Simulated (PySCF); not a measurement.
PySCF input for C₂H₇ClO₂Si, SMILES C(O[SiH](Cl)O)C, TDDFT-PBE/def2-SVPD. Geometry optimised at PBE0-D3(BJ)/def2-SVP. The values are those of a single conformer.

```python
import numpy as np
from pyscf import gto, scf, dft, tdscf

mol = gto.M(
    atom='''
    Si    0.57675234   -0.70100965    0.45088294
    O     1.75338105   -1.47604407   -0.38754868
    Cl    1.19173655    1.18554164    1.05191862
    O    -0.72561890   -0.49815052   -0.53025134
    C    -1.84871704    0.33443509   -0.32973513
    C    -2.57157420    0.52810327   -1.64052886
    H     0.30855325   -1.50441123    1.65992611
    H     1.97368662   -1.12947730   -1.25787778
    H    -2.52273871   -0.12821681    0.41460567
    H    -1.52743612    1.30814135    0.08209852
    H    -3.46063830    1.16118869   -1.50117321
    H    -2.89359652   -0.44003499   -2.05165074
    H    -1.91223437    1.01106414   -2.37692246
    ''',
    basis='def2-SVPD',
    charge=0,
    spin=0,
    max_memory=1600,
    verbose=4,
)
mf = dft.RKS(mol, xc='pbe').density_fit(auxbasis='def2-universal-jkfit')
mf.grids.level = 3
mf.conv_tol = 1e-9
mf.max_cycle = 100
mf.kernel()
mf.grids = dft.Grids(mol).set(level=1).build(with_non0tab=True)  # coarser grid for the response kernel
td = tdscf.TDDFT(mf)
td.singlet = True
td.nstates = 10
td.conv_tol = 1e-4
td.positive_eig_threshold = 1e-6
td.kernel(x0=td.get_init_guess(mf, 15))
td.analyze()
tt = tdscf.TDA(mf)
tt.singlet = False
tt.nstates = 4
tt.conv_tol = 1e-4
tt.positive_eig_threshold = 1e-6
tt.kernel(x0=tt.get_init_guess(mf, 9))
tt.analyze(verbose=3)
```

Program output:

```
PySCF version 2.14.0

[INPUT] verbose = 4
[INPUT] num. atoms = 13
[INPUT] num. electrons = 66
[INPUT] charge = 0
[INPUT] spin (= nelec alpha-beta = 2S) = 0
[INPUT] symmetry False subgroup None
[INPUT] Mole.unit = angstrom
[INPUT] Symbol           X                Y                Z      unit          X                Y                Z       unit  Magmom
[INPUT]  1 Si     0.576752340000  -0.701009650000   0.450882940000 AA    1.089903964302  -1.324716249177   0.852045270839 Bohr   0.0
[INPUT]  2 O      1.753381050000  -1.476044070000  -0.387548680000 AA    3.313409976502  -2.789319040088  -0.732360865137 Bohr   0.0
[INPUT]  3 Cl     1.191736550000   1.185541640000   1.051918620000 AA    2.252055692134   2.240349008868   1.987838097130 Bohr   0.0
[INPUT]  4 O     -0.725618900000  -0.498150520000  -0.530251340000 AA   -1.371220991808  -0.941368051610  -1.002029809784 Bohr   0.0
[INPUT]  5 C     -1.848717040000   0.334435090000  -0.329735130000 AA   -3.493568887417   0.631990726544  -0.623109089348 Bohr   0.0
[INPUT]  6 C     -2.571574200000   0.528103270000  -1.640528860000 AA   -4.859570946997   0.997970545787  -3.100150244845 Bohr   0.0
[INPUT]  7 H      0.308553250000  -1.504411230000   1.659926110000 AA    0.583081137344  -2.842925203420   3.136805734915 Bohr   0.0
[INPUT]  8 H      1.973686620000  -1.129477300000  -1.257877780000 AA    3.729727167519  -2.134402760913  -2.377044502376 Bohr   0.0
[INPUT]  9 H     -2.522738710000  -0.128216810000   0.414605670000 AA   -4.767285245739  -0.242294655465   0.783491165992 Bohr   0.0
[INPUT] 10 H     -1.527436120000   1.308141350000   0.082098520000 AA   -2.886435939568   2.472028883719   0.155143718032 Bohr   0.0
[INPUT] 11 H     -3.460638300000   1.161188690000  -1.501173210000 AA   -6.539658603180   2.194328603042  -2.836806232434 Bohr   0.0
[INPUT] 12 H     -2.893596520000  -0.440034990000  -2.051650740000 AA   -5.468104937795  -0.831545616326  -3.877058001861 Bohr   0.0
[INPUT] 13 H     -1.912234370000   1.011064140000  -2.376922460000 AA   -3.613599245280   1.910634318969  -4.491732468727 Bohr   0.0

nuclear repulsion = 385.441453000114
number of shells = 83
number of NR pGTOs = 283
number of NR cGTOs = 193
basis = def2-SVPD
ecp = {}


[settings echo left out]
init E= -980.066215806399
  HOMO = -0.343622867093555  LUMO = -0.0480191679938455  gap/eV = 8.04379
cycle= 1 E= -979.494585019555  delta_E= 0.572  |g|= 1.04  |ddm|=  4.9
  HOMO = -0.11728634299377  LUMO = 0.00925196432430742  gap/eV = 3.44328
cycle= 2 E= -978.59518432446  delta_E= 0.899  |g|= 2.32  |ddm|= 3.08
  HOMO = -0.261853350169248  LUMO = -0.0263176571410382  gap/eV = 6.40925
cycle= 3 E= -979.695620113304  delta_E= -1.1  |g|= 0.235  |ddm|= 2.28
  HOMO = -0.254871811424726  LUMO = -0.0198478013339334  gap/eV = 6.39533
cycle= 4 E= -979.70707687634  delta_E= -0.0115  |g|= 0.117  |ddm|= 0.455
  HOMO = -0.262550496997997  LUMO = -0.0194036372425432  gap/eV = 6.61636
cycle= 5 E= -979.709919207353  delta_E= -0.00284  |g|= 0.0448  |ddm|= 0.16
  HOMO = -0.258589815786379  LUMO = -0.0199919335721956  gap/eV = 6.49258
cycle= 6 E= -979.710296215275  delta_E= -0.000377  |g|= 0.0141  |ddm|= 0.0543
  HOMO = -0.259185990534718  LUMO = -0.0199858284054701  gap/eV = 6.50897
cycle= 7 E= -979.710337703128  delta_E= -4.15e-05  |g|= 0.00316  |ddm|= 0.0184
  HOMO = -0.25930444933528  LUMO = -0.0201273106799857  gap/eV = 6.50834
cycle= 8 E= -979.710340126641  delta_E= -2.42e-06  |g|= 0.00061  |ddm|= 0.00527
  HOMO = -0.259332338493686  LUMO = -0.0201172750703491  gap/eV = 6.50937
cycle= 9 E= -979.710340224336  delta_E= -9.77e-08  |g|= 0.00017  |ddm|= 0.00141
  HOMO = -0.2593288299836  LUMO = -0.0201232560598337  gap/eV = 6.50912
cycle= 10 E= -979.710340230433  delta_E= -6.1e-09  |g|= 5.78e-05  |ddm|= 0.000258
  HOMO = -0.259335536026253  LUMO = -0.020124659740028  gap/eV = 6.50926
cycle= 11 E= -979.710340231175  delta_E= -7.41e-10  |g|= 2.43e-05  |ddm|= 0.000116
  HOMO = -0.259329747662291  LUMO = -0.020122776858754  gap/eV = 6.50915
Extra cycle  E= -979.710340231016  delta_E= 1.58e-10  |g|= 3.63e-05  |ddm|= 7.87e-05
converged SCF energy = -979.710340231016
tot grids = 50752
Overwritten attributes  positive_eig_threshold  of <class 'pyscf.tdscf.rks.CasidaTDDFT'>


******** <class 'pyscf.tdscf.rks.CasidaTDDFT'> for <class 'pyscf.df.df_jk.DFRKS'> ********
nstates = 10 singlet
deg_eia_thresh = 1.000e-03
wfnsym = None
conv_tol = 0.0001
eigh lindep = 1e-12
eigh level_shift = 0
eigh max_cycle = 100


Excitation energies (eV)
[6.55878787 7.01312947 7.09146272 7.17609534 7.3660213  7.51858713
 7.58016446 7.61816718 7.73426884 7.76360685]

** Singlet excitation energies and oscillator strengths **
Excited State   1:      6.55879 eV    189.04 nm  f=0.0121
      33 -> 34       -0.70290
Excited State   2:      7.01313 eV    176.79 nm  f=0.0034
      33 -> 35        0.70092
Excited State   3:      7.09146 eV    174.84 nm  f=0.0096
      32 -> 34       -0.69347
      33 -> 36        0.10807
Excited State   4:      7.17610 eV    172.77 nm  f=0.0177
      32 -> 34        0.10203
      33 -> 36        0.69063
Excited State   5:      7.36602 eV    168.32 nm  f=0.0438
      31 -> 34       -0.68497
Excited State   6:      7.51859 eV    164.90 nm  f=0.0034
      30 -> 34       -0.66411
      32 -> 35        0.23285
Excited State   7:      7.58016 eV    163.56 nm  f=0.0212
      30 -> 34        0.10384
      32 -> 35        0.34334
      33 -> 37       -0.58821
      33 -> 38        0.11870
Excited State   8:      7.61817 eV    162.75 nm  f=0.0333
      30 -> 34        0.18383
      32 -> 35        0.53497
      32 -> 36        0.13728
      33 -> 37        0.33106
      33 -> 38       -0.16906
Excited State   9:      7.73427 eV    160.31 nm  f=0.0133
      32 -> 36        0.58101
      33 -> 38        0.37433
Excited State  10:      7.76361 eV    159.70 nm  f=0.0111
      31 -> 35       -0.59694
      31 -> 36       -0.15732
      32 -> 36        0.14851
      33 -> 38       -0.27084

** Transition electric dipole moments (AU) **
state          X           Y           Z        Dip. S.      Osc.
  1        -0.2539     -0.0363      0.0967      0.0751      0.0121
  2        -0.0435      0.1048      0.0834      0.0198      0.0034
  3         0.0406      0.0408     -0.2274      0.0550      0.0096
  4        -0.2906     -0.0828      0.0959      0.1005      0.0177
  5        -0.1821      0.3128      0.3340      0.2425      0.0438
  6         0.1289      0.0013     -0.0450      0.0186      0.0034
  7         0.2809     -0.0539      0.1794      0.1140      0.0212
  8         0.3736     -0.1466      0.1327      0.1786      0.0333
  9         0.0931      0.1393      0.2051      0.0701      0.0133
 10        -0.1715      0.1669     -0.0308      0.0582      0.0111

** Transition velocity dipole moments (imaginary part, AU) **
state          X           Y           Z        Dip. S.      Osc.
  1        -0.0618     -0.0097      0.0233      0.0045      0.0123
  2        -0.0127      0.0243      0.0240      0.0013      0.0034
  3         0.0100      0.0064     -0.0580      0.0035      0.0090
  4        -0.0773     -0.0250      0.0254      0.0072      0.0183
  5        -0.0478      0.0853      0.0906      0.0178      0.0437
  6         0.0378      0.0001     -0.0114      0.0016      0.0038
  7         0.0789     -0.0162      0.0526      0.0093      0.0221
  8         0.1079     -0.0375      0.0364      0.0144      0.0342
  9         0.0243      0.0358      0.0567      0.0051      0.0119
 10        -0.0452      0.0465     -0.0092      0.0043      0.0100

** Transition magnetic dipole moments (imaginary part, AU) **
state          X           Y           Z
  1         0.3045     -0.2031      0.1918
  2         0.0153      0.0432     -0.2228
  3        -0.1162     -0.0764     -0.3248
  4        -0.6741      0.1508      0.2548
  5        -0.0233      0.4920     -0.4606
  6         0.0185     -0.1226     -0.3377
  7         0.0818     -0.0426     -0.1249
  8        -0.1224      0.2145     -0.1716
  9         0.3364     -0.0346     -0.2620
 10        -0.1598      0.2034     -0.2055
Overwritten attributes  positive_eig_threshold  of <class 'pyscf.tdscf.rks.TDA'>


******** <class 'pyscf.tdscf.rks.TDA'> for <class 'pyscf.df.df_jk.DFRKS'> ********
nstates = 4 triplet
deg_eia_thresh = 1.000e-03
wfnsym = None
conv_tol = 0.0001
eigh lindep = 1e-12
eigh level_shift = 0
eigh max_cycle = 100


Excitation energies (eV)
[6.44883735 6.86792692 6.96631708 7.00796453]

** Triplet excitation energies and oscillator strengths **
Excited State   1:      6.44884 eV    192.26 nm  f=0.0000
Excited State   2:      6.86793 eV    180.53 nm  f=0.0000
Excited State   3:      6.96632 eV    177.98 nm  f=0.0000
Excited State   4:      7.00796 eV    176.92 nm  f=0.0000
```

The run converged.
